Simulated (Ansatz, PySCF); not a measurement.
Process, species as SMILES: C=S (CH2S) + H+ -> C=[SH+]
Structures are relaxed separately at B3LYP-D3(BJ)/def2-TZVP in Ansatz (a program for electronic structure). Unstable Hartree-Fock reference: C=S (CH2S).

Wanted: proton affinity (0 K, with B3LYP-D3(BJ) harmonic zero-point energies from PySCF), positive where the reaction releases energy, in kcal/mol. Valence correlation only, unless marked. Spin-orbit coupling is left out. Non-relativistic. Basis-set limits of correlation are two-point, X^-3; Hartree-Fock from the larger set.

CCSD(T)/CBS(cc-pV(T+d)Z,cc-pV(Q+d)Z) (Ansatz) gives 181.9 kcal/mol.

Task: Another calculation gave 183.3 kcal/mol. Which level was it?
(A) M06-2X/def2-TZVPD (PySCF)
(B) HF/def2-TZVPD (PySCF)
(C) SVWN5/def2-TZVPD (Ansatz)
(D) PW6B95/def2-TZVPD (PySCF)

Result: D, PW6B95/def2-TZVPD (PySCF). The others give 180.0 (M06-2X), 175.7 (SVWN5), 187.4 (HF) kcal/mol.
